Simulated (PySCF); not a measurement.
CaAs: frontier orbitals

HSE06 at R = 2.867 Å; basis Ca def2-SVPD, As def2-SVPD; no relativity; PySCF 2.14. State: ⁴Σ⁻ (quartet), unpaired electrons σ ↑, π ↑↑. Only the outer orbitals are listed, counted within each symmetry.

```
spin  orbital  occ.  ε (eV)  on Ca (%)            main shells (%)
   α       5π     1  -30.07        100                   100 Ca p
   α       5π     1  -30.07        100                   100 Ca p
   α      11σ     1  -29.94        100                   100 Ca p
   α      12σ     1  -14.92          2                    97 As s
   α      13σ     1   -5.83         27           72 As p, 23 Ca s
   α       6π     1   -5.80          8                    91 As p
   α       6π     1   -5.80          8                    91 As p
   α      14σ     1   -3.87         87  61 Ca s, 20 Ca p, 10 As p
   α       7π     0   -1.65         99           75 Ca p, 24 Ca d
   α       7π     0   -1.65         99           75 Ca p, 24 Ca d
   α      15σ     0   -1.43        105           51 Ca p, 51 Ca d
   β       5π     1  -29.96        100                   100 Ca p
   β       5π     1  -29.96        100                   100 Ca p
   β      11σ     1  -29.74        100                   100 Ca p
   β      12σ     1  -12.82          4                    96 As s
   β      13σ     1   -4.94         34           64 As p, 27 Ca s
   β       6π     0   -2.93         27  74 As p, 14 Ca d, 12 Ca p
   β       6π     0   -2.93         27  74 As p, 14 Ca d, 12 Ca p
   β      14σ     0   -2.54         86  63 Ca s, 16 Ca p, 10 As p
```

Problem. Which are the highest filled and the lowest empty level, where do they sit, and how wide is the gap?

Solution. Highest filled α 14σ at -3.87 eV (in %: 61 Ca s, 20 Ca p, 10 As p); lowest empty β 6π at -2.93 eV (in %: 74 As p, 14 Ca d, 12 Ca p); the gap at HSE06 is 0.94 eV.

```
bond order (Mayer)                               : 1.12
⟨S²⟩                                             : 3.754
charge on Ca (Mulliken, basis-dependent)         : 0.30
charge on Ca (Löwdin, basis-dependent)           : 0.19
dipole moment (positive dipole means Ca(−)As(+)) : -3.40 D
```

Shares are Mulliken populations and can fall outside 0 to 100 %.

Spin–orbit coupling is left out. The state is the lowest determinant that a PBE0 search found; another state may lie lower at other levels.
